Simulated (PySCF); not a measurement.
SMILES CC(C)C[SiH2]Cl (C4H11ClSi), GFN2-xTB optimised geometry. Atoms within 1.6 Å of the plane z = 1.0 Å (x, y, z in Å): C2 (0.59, -0.64, 0.32), C3 (2.11, -0.48, 0.41), C4 (-0.06, 0.70, 0.00), Si5 (-1.96, 0.70, 0.00), Cl6 (-2.58, 2.63, 0.00), H7 (0.76, -2.63, -0.51), H10 (0.23, -0.98, 1.30), H11 (2.58, -1.42, 0.67), H12 (2.38, 0.25, 1.16), H13 (2.51, -0.15, -0.55), H14 (0.29, 1.44, 0.73), H16 (-2.49, 0.07, 1.21).

Level of theory: PBE0/def2-SVP run with PySCF.

Map of the Laplacian of the electron density (e/bohr⁵) on the plane z = 1.0 Å:

```
|%%%%%%%%%%%%%%%%%%%%%%%%%%%%%|
|%%%%%%%%%%%%%%%%%%%%%%%%%%%%%|
|%%%%%%%%%%%%%%%%%%%%%%%%%%%%%|
|%%%%%%%%%%%%%%%%%%%%%%%%%%%%%|
|%%%%%%%%%%%%%%%%%%%%%%%%%%%%%|
|%%%%%%@@%%%%%%%%%%%%%%%%%%%%%|
|%%%%%%@@@%%%%%%%%%%%%%%%%%%%%|
|%%%%%@@@@%%%%%%%%%%%%%%%%%%%%|
|%%%%%%@@@%%%%%%%%%%%%%%%%%%%%|
|%%%%%%%%%%%%%%@%%%%%%%%%%%%%%|
|%%%%%%%%%%%%%@#*@%%%%%%%%%%%%|
|%%%%%%%%%%%%%@%%@%%%%%%%%%%%%|
|%%%%%%%##%%%%@@@%%%%@@%%%%%%%|
|%%%%%%%-+#%%%@@@@%@@--@%%%%%%|
|%%%%%%# +%%%%@@@@@@%..%%%%%%%|
|%%%%%%%%%%%%%@@%@@@@*#@%%%%%%|
|%%%%%%%%%%%%%@*:#@@@@%@%%%%%%|
|%%%%%%%%%%%%%@+.#@@@%#@%%%%%%|
|%%%%%%%%%%%%%%@%@@@@%*%%%%%%%|
|%%%%%%%%%%%%%%%%%%%%%%%%%%%%%|
|%%%%%%%%%%%%%%%%%%%%%%%%%%%%%|
|%%%%%%%%%%%%%%%%%%%%%%%%%%%%%|
|%%%%%%%%%%%%%%%%%%%%%%%%%%%%%|
|%%%%%%%%%%%%%%%%%%%%%%%%%%%%%|
|%%%%%%%%%%%%%%%%%%%%%%%%%%%%%|
|%%%%%%%%%%%%%%%%%%%%%%%%%%%%%|
|%%%%%%%%%%%%%%%%%%%%%%%%%%%%%|
|%%%%%%%%%%%%%%%%%%%%%%%%%%%%%|
|%%%%%%%%%%%%%%%%%%%%%%%%%%%%%|
```
Scale: ten equal steps from -0.993 (start of ' ') to 0.217 (end of '@'), in the order ' .:-=+*#%@'; x runs from -5.00 to 5.00, y from -5.00 (bottom) to 5.00 (top).
